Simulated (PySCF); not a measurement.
## Electron correlation in Ni (nickel, neutral)

Starting occupation: [Ar] 3d9 4s1, 3d3/2 with m_j = -3/2, -1/2, +1/2, +3/2, 3d5/2 with m_j = -3/2, -1/2, +1/2, +3/2, +5/2, 4s1/2 with m_j = +1/2. Calculation: PySCF 2.14, in x2c-SVPall-2c with one added diffuse shell each of s, d type (6s5p4d1f, 48 functions); X2C-1e with screened-nucleus spin-orbit coupling, Gaussian nucleus. Frozen: [Ne]; 18 electrons correlated; the 6 highest virtual spinors left out.

MP2 pair energies summed by pair of shells (mhartree):

| pair | energy | share (%) |
| --- | --- | --- |
| 3d-3d | -262.35 | 59.5 |
| 3d-3p | -104.94 | 23.8 |
| 3p-3p | -39.82 | 9.0 |
| 3d-4s | -11.61 | 2.6 |
| 3d-3s | -11.58 | 2.6 |
| 3p-3s | -6.87 | 1.6 |
| 3s-3s | -1.81 | 0.4 |
| 3p-4s | -1.58 | 0.4 |
| 3s-4s | -0.12 | 0.0 |

Total MP2 correlation energy: -440.67 mhartree.

The GHF reference relaxed away from the jj start to a determinant that is no pure jj level (⟨S²⟩ = 2.00, ⟨J²⟩ = 12.01); the energies belong to that determinant.

This basis was not built for core-valence correlation, so the inner-shell part is incomplete.
